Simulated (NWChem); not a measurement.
Molecule: AlH₃S; SMILES [AlH2][SH]

Program: NWChem. Pople sets run with spherical d functions. Structure relaxed at the PBE0/def2-SVP level. B3LYP is NWChem's, with the RPA form of VWN correlation. Ions are spin-unrestricted doublets at the neutral geometry; other ion states weren't tried.

Question: Predict the results for B3LYP/6-31+G*. Quantities: vertical ionisation energy, ΔSCF (eV); −ε(HOMO) (eV).

Answer: 
```yaml
vertical ionisation energy, ΔSCF (eV): 10.25
"−ε(HOMO) (eV)": 7.58
```
